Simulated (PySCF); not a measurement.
# PBE0 on Dy²⁺ (dysprosium, charge +2)

Configuration: [Xe] 4f10, one real determinant. All numbers are calculated (PySCF 2.14, scalar relativity by spin-free X2C-1e, in cc-pVDZ-X2C (8s7p5d3f1g, 84 functions)).

```
Total energy                                                  : -12155.81 hartree
One-electron energy                                           : -16615.83 hartree
Hartree (Coulomb) energy                                      : 4726.70 hartree
Exchange-correlation energy                                   : -266.68 hartree
⟨S²⟩                                                          : 6.0036
⟨L²⟩                                                          : 34.009
Sum of ⟨r⟩                                                    : 35.57 bohr
Sum of ⟨r²⟩                                                   : 37.99 bohr²
Traceless quadrupole moment −½Σ⟨3z² − r²⟩ along its main axis : -0.0754 e·bohr²
Langevin diamagnetic susceptibility                           : -30.1 ×10⁻⁶ cm³/mol
```

| shell | electrons | mean orbital energy (eV) | spread (eV) | rms radius, mean of both spins (bohr) |
| --- | --- | --- | --- | --- |
| 1s α | 1 | -53659.7 | 0 | 0.0240 |
| 1s β | 1 | -53659.7 | 0 | 0.0240 |
| 2s α | 1 | -8979.0 | 0 | 0.0971 |
| 2s β | 1 | -8978.9 | 0 | 0.0971 |
| 2p α | 3 | -7983.7 | 0.060 | 0.0874 |
| 2p β | 3 | -7983.6 | 0.057 | 0.0874 |
| 3s α | 1 | -2024.0 | 0 | 0.250 |
| 3s β | 1 | -2022.2 | 0 | 0.250 |
| 3p α | 3 | -1715.5 | 0.357 | 0.251 |
| 3p β | 3 | -1713.6 | 0.246 | 0.251 |
| 3d α | 5 | -1310.5 | 0.446 | 0.230 |
| 3d β | 5 | -1308.8 | 0.178 | 0.230 |
| 4s α | 1 | -418.93 | 0 | 0.563 |
| 4s β | 1 | -414.55 | 0 | 0.563 |
| 4p α | 3 | -316.40 | 0.585 | 0.599 |
| 4p β | 3 | -311.84 | 0.309 | 0.599 |
| 4d α | 5 | -174.34 | 0.923 | 0.659 |
| 4d β | 5 | -169.23 | 0.393 | 0.659 |
| 5s α | 1 | -66.262 | 0 | 1.39 |
| 5s β | 1 | -64.339 | 0 | 1.39 |
| 5p α | 3 | -41.490 | 0.231 | 1.64 |
| 5p β | 3 | -40.092 | 0.128 | 1.64 |
| 4f α | 7 | -20.492 | 1.286 | 0.984 |
| 4f β | 3 | -17.704 | 0.266 | 0.984 |

⟨L²⟩ = 34.01 against 42 for a pure I term, so this real determinant mixes terms. Spin-orbit coupling, absent here, splits the open shell strongly.

Densities and radii are taken from the X2C orbitals without a picture-change correction, which distorts them close to the nucleus.
